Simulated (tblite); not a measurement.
Species: C₆H₁₀F₃P.
SMILES with atom numbers: `[CH3:1][CH2:2][CH:3]1[CH2:4][P:5]([C:6]([F:7])([F:8])[F:9])[CH2:10]1` (hydrogens: H11, H12, H13 on C1; H14, H15 on C2; H16 on C3; H17, H18 on C4; H19, H20 on C10)

Computed with GFN2-xTB (tblite), gas phase: L-BFGS steps from a force-field or distance-geometry start until the largest atomic force falls under 0.01 eV/Å.

Step 58: E = -943.1412 eV
```
atom  x, y, z in Å  |  force x, y, z in eV/Å
C1     -2.6843    0.7542    0.0771   -0.059   0.040   0.038
C2     -1.7810   -0.4439   -0.2003   -0.053   0.011   0.036
C3     -0.3478   -0.2475    0.2872   -0.026   0.101  -0.036
C4      0.5965   -1.3890   -0.1635   -0.127   0.012   0.120
P5      1.5120   -0.2808   -1.3675   -0.061   0.015   0.153
C6      3.0531    0.0684   -0.3170    0.096   0.012   0.047
F7      3.6434    1.2008   -0.7378   -0.067  -0.033   0.030
F8      3.9599   -0.9117   -0.4496   -0.047  -0.015   0.042
F9      2.8413    0.2206    1.0039   -0.013  -0.058  -0.120
C10     0.3756    0.8955   -0.4570    0.035   0.142  -0.006
H11    -2.7082    0.9782    1.1438    0.046  -0.015  -0.067
H12    -2.3433    1.6452   -0.4514   -0.105  -0.111   0.053
H13    -3.7036    0.5216   -0.2367    0.144   0.105  -0.019
H14    -2.2170   -1.3036    0.3118    0.092  -0.134  -0.060
H15    -1.7618   -0.6516   -1.2745   -0.031   0.012   0.040
H16    -0.3660   -0.0947    1.3722    0.091  -0.055  -0.113
H17     0.0726   -2.2098   -0.6558    0.056   0.030  -0.010
H18     1.2162   -1.8044    0.6321    0.030   0.055  -0.046
H19    -0.2638    1.4682   -1.1290    0.036  -0.037   0.018
H20     0.9012    1.5948    0.1993   -0.038  -0.076  -0.099
```

Step 59: E = -943.1452 eV
```
atom  x, y, z in Å  |  force x, y, z in eV/Å
C1     -2.6828    0.7526    0.0739   -0.087   0.003   0.064
C2     -1.7799   -0.4443   -0.2040   -0.059  -0.008  -0.012
C3     -0.3499   -0.2433    0.2887   -0.019   0.021  -0.016
C4      0.5936   -1.3860   -0.1578   -0.053   0.006   0.085
P5      1.5073   -0.2785   -1.3645   -0.073  -0.008   0.102
C6      3.0502    0.0662   -0.3184    0.067   0.027  -0.003
F7      3.6409    1.1973   -0.7398   -0.045   0.013   0.014
F8      3.9530   -0.9142   -0.4560    0.011  -0.079   0.031
F9      2.8443    0.2168    1.0010   -0.034  -0.044  -0.028
C10     0.3751    0.8994   -0.4529    0.016   0.084   0.001
H11    -2.6969    0.9769    1.1392    0.032   0.006  -0.020
H12    -2.3485    1.6409   -0.4579   -0.056  -0.043   0.016
H13    -3.7048    0.5250   -0.2311    0.114   0.062  -0.029
H14    -2.2145   -1.3098    0.3002    0.092  -0.102  -0.041
H15    -1.7551   -0.6504   -1.2789   -0.030   0.027   0.044
H16    -0.3685   -0.0972    1.3736    0.068  -0.020  -0.082
H17     0.0737   -2.2113   -0.6466    0.050   0.036  -0.002
H18     1.2209   -1.7946    0.6362    0.001   0.053  -0.044
H19    -0.2666    1.4713   -1.1208    0.029   0.000  -0.014
H20     0.9036    1.5939    0.2031   -0.023  -0.034  -0.066
```

Problem. Estimate the geometry and energy of step 60. (The exact step hangs on the optimiser's Hessian estimate; all steps are aligned on step 59, rigid shifts and turns removed.)

Solution. E = -943.1495 eV, largest force 0.098 eV/Å
```
atom  x, y, z in Å  |  force x, y, z in eV/Å
C1     -2.6802    0.7520    0.0793   -0.042   0.010   0.044
C2     -1.7782   -0.4445   -0.2006   -0.033   0.006   0.015
C3     -0.3478   -0.2374    0.2880    0.003  -0.048  -0.006
C4      0.5891   -1.3843   -0.1580    0.046   0.014   0.001
P5      1.5064   -0.2795   -1.3650   -0.061  -0.010   0.039
C6      3.0449    0.0640   -0.3126    0.041   0.021   0.015
F7      3.6379    1.1958   -0.7260   -0.041   0.027   0.015
F8      3.9489   -0.9157   -0.4478    0.002  -0.075   0.045
F9      2.8266    0.2100    1.0062   -0.003  -0.044  -0.044
C10     0.3723    0.9040   -0.4637   -0.015  -0.006   0.028
H11    -2.6920    0.9690    1.1446    0.002   0.023   0.028
H12    -2.3432    1.6430   -0.4461   -0.029  -0.043   0.014
H13    -3.7001    0.5346   -0.2321    0.047   0.018  -0.023
H14    -2.2072   -1.3175    0.2964    0.080  -0.056  -0.008
H15    -1.7495   -0.6492   -1.2734   -0.042   0.031  -0.038
H16    -0.3527   -0.0988    1.3731    0.023   0.039  -0.067
H17     0.0724   -2.2101   -0.6497    0.030   0.049   0.017
H18     1.2246   -1.7927    0.6290   -0.026   0.042  -0.013
H19    -0.2779    1.4609   -1.1359    0.053   0.017  -0.018
H20     0.9008    1.6071    0.1816   -0.033  -0.014  -0.046
```

The energy changes by -0.0043 eV. The first-order estimate −F·Δx gives -0.0068 eV and the mean of the old and new forces, exact on a quadratic surface, -0.0043 eV. The step makes an angle of 71° with the force vector and moves no atom by more than 0.025 Å.

What follows is the cost of the whole relaxation. Time: 0.85 s of wall time. Hardware: one thread of an Arm Neoverse V2 (shared host).
